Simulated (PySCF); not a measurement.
The 11-electron isoelectronic series, spin-free X2C

Calculated with PySCF 2.14 from differences of total energies of unrestricted determinants, without spin-orbit coupling. Each ion has its own even-tempered basis scaled to its charge (22s14p6d6f for the first); frozen: 1s2. Ionisation energies in eV, correlation energies of the ion in mhartree.

| ion | configuration | UHF | LDA | PBE | PBE0 | r2SCAN | MP2 (outer shells) | E_corr MP2 | E_corr CCSD(T) | NIST (with spin-orbit, Breit and QED) |
| --- | --- | --- | --- | --- | --- | --- | --- | --- | --- | --- |
| Mg⁺ | [Ne] 3s1 (2S) | 14.745 | 15.375 | 15.361 | 15.255 | 15.041 | 15.007 | -293.8 | n/a | 15.035 |
| Al²⁺ | [Ne] 3s1 (2S) | 28.088 | 28.870 | 28.868 | 28.731 | 28.422 | 28.418 | -295.3 | n/a | 28.448 |
| Si³⁺ | [Ne] 3s1 (2S) | 44.733 | 45.638 | 45.669 | 45.500 | 45.099 | 45.111 | -297.2 | n/a | 45.142 |
| P⁴⁺ | [Ne] 3s1 (2S) | 64.574 | 65.582 | 65.651 | 65.452 | 64.936 | 64.990 | -298.6 | -304.7 | 65.025 |
| S⁵⁺ | [Ne] 3s1 (2S) | 87.568 | 88.666 | 88.777 | 88.549 | 87.926 | 88.014 | -300.4 | -306.0 | 88.053 |
| Cl⁶⁺ | [Ne] 3s1 (2S) | 113.69 | 114.87 | 115.03 | 114.77 | 114.04 | 114.16 | -301.9 | -307.3 | 114.20 |
| K⁸⁺ | [Ne] 3s1 (2S) | 175.28 | 176.61 | 176.87 | 176.55 | 175.62 | 175.79 | -304.7 | -309.5 | 175.82 (s) |
| Ca⁹⁺ | [Ne] 3s1 (2S) | 210.73 | 212.13 | 212.45 | 212.10 | 211.06 | 211.26 | -305.9 | -310.3 | 211.28 (s) |
| Sc¹⁰⁺ | [Ne] 3s1 (2S) | 249.29 | 250.75 | 251.12 | 250.75 | 249.59 | 249.83 | -307.0 | -311.3 | 249.80 (s) |

(1) Interpolate the row of Ar⁷⁺.

Each ion has its own basis, which adds noise of up to about 0.1 % along the series.

NIST values marked (s) are semi-empirical, (t) theoretical. Open shells are high-spin determinants of the terms that Hund's rules give.

## Answers

(1) configuration [Ne] 3s1 (2S); UHF 142.93; LDA 144.19; PBE 144.40; PBE0 144.11; r2SCAN 143.28; MP2 (outer shells) 143.42; E_corr MP2 -303.4; E_corr CCSD(T) -308.4; NIST (with spin-orbit, Breit and QED) 143.46 (s).
